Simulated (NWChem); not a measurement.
# SiH3SeCl; SMILES Cl[SiH2][SeH]

```xyz
6

Si    -0.8712     0.6408     0.0015
Cl     0.5668     2.1214     0.0009
Se     0.2664    -1.3326    -0.0014
H     -1.7120     0.7970     1.2204
H     -1.7152     0.7904    -1.2162
H     -0.9848    -2.1112    -0.0509
```
Atoms are numbered in this order, from 1.

STO-3G and 3-21G are far too small for this property and stand as cheap habits. The geometry was optimised at PBE0/def2-SVP.

Spin-orbit effects, on the heavy nuclei and on their neighbours, are missing.

### Question
Give the principal values of the shielding tensors (ppm) of Si1, Cl2, Se3 from Hartree-Fock/STO-3G, GIAO (NWChem), with their diamagnetic and paramagnetic parts as GIAO splits them.

### Answer
```json
[
 {"atom": "Si1", "σ11": "534.2", "σ22": "572.5", "σ33": "636.7", "isotropic": "581.2", "diamagnetic": "867.7", "paramagnetic": "-286.6"},
 {"atom": "Cl2", "σ11": "1099.5", "σ22": "1284.8", "σ33": "1316.9", "isotropic": "1233.7", "diamagnetic": "1129.9", "paramagnetic": "103.8"},
 {"atom": "Se3", "σ11": "2637.1", "σ22": "2801.5", "σ33": "3117.5", "isotropic": "2852.0", "diamagnetic": "2975.0", "paramagnetic": "-123.0"}
]
```
